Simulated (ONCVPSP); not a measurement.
## Logarithmic derivatives: K, ONCV

```json
{
 "Element": "K",
 "Generator": "ONCVPSP 4.0.1",
 "Type": "optimised norm-conserving Vanderbilt (ONCV)",
 "Functional": "LDA (Perdew-Zunger)",
 "Relativity": "scalar-relativistic",
 "Frozen core": "[Ne]",
 "Valence charge": "9",
 "Reference configuration": "3s2 3p6 4s1",
 "Partial waves": "3s+4s: rc 2.10 bohr, ncon 4, nbas 7, qcut 5.2 1/bohr, 2 projectors; 3p: rc 2.05 bohr, ncon 3, nbas 6, qcut 5.7 1/bohr, 2 projectors, debl 1.4 Ha; d scattering state at 0.2 Ha: rc 2.20 bohr, ncon 3, nbas 6, qcut 4.6 1/bohr, 2 projectors, debl 0.8 Ha; f scattering state at 0.11 Ha: rc 2.25 bohr, ncon 5, nbas 8, qcut 4.8 1/bohr, 2 projectors, debl 2.6 Ha",
 "Local potential": "polynomial inside 1.35 bohr (lpopt 1, dvloc0 -1 Ha)",
 "Core correction": "Teter function, parameters optimised by the program"
}
```

The phase is arctan(r·R′/R) of the radial function R(r), unwrapped; energies in Ha, scanned from -3 to 5 Ha. A pole is an energy at which the radial function vanishes at the test radius. The pseudo phase is shifted by a multiple of π to meet the all-electron one at the reference energy, and phase errors are pseudo minus all-electron; the curves can meet again beyond the range given. Levels narrower than the energy grid can be missing from the lists of poles.

Question: For each channel, where are the poles, and over which energies does the pseudopotential scatter like the atom?

Answer:

```
channel  radius (bohr)  reference energy (Ha)  poles, all-electron  poles, pseudo  unbroken range about the reference energy with phases within 0.05 rad  phase error 1 Ha above the reference energy (rad)
      s           2.13                  -0.09          -1.05, 3.82    -1.05, 3.64                                                              below 4.5                                             -0.004
      p           2.08                  -0.69          -0.28, 4.55    -0.28, 4.57                                                        the whole range                                             +0.000
      d           2.23                   0.20           0.65, 4.03     0.65, 4.07                                                        the whole range                                             -0.000
      f           2.29                   0.11                 2.95           2.95                                                              below 4.7                                             -0.000
```

Phases in the f channel:

| E (Ha) | all-electron | pseudo |
| --- | --- | --- |
| -2.98 | 1.380 | 1.380 |
| -2.54 | 1.366 | 1.366 |
| -2.10 | 1.348 | 1.348 |
| -1.66 | 1.325 | 1.325 |
| -1.22 | 1.294 | 1.294 |
| -0.78 | 1.250 | 1.250 |
| -0.34 | 1.181 | 1.181 |
| 0.10 | 1.060 | 1.060 |
| 0.54 | 0.794 | 0.794 |
| 0.98 | 0.061 | 0.061 |
| 1.42 | -0.886 | -0.886 |
| 1.86 | -1.269 | -1.269 |
| 2.30 | -1.434 | -1.434 |
| 2.74 | -1.533 | -1.533 |
| 3.18 | -1.612 | -1.612 |
| 3.62 | -1.699 | -1.700 |
| 4.06 | -1.844 | -1.846 |
| 4.50 | -2.303 | -2.322 |
| 4.94 | -3.906 | -3.941 |
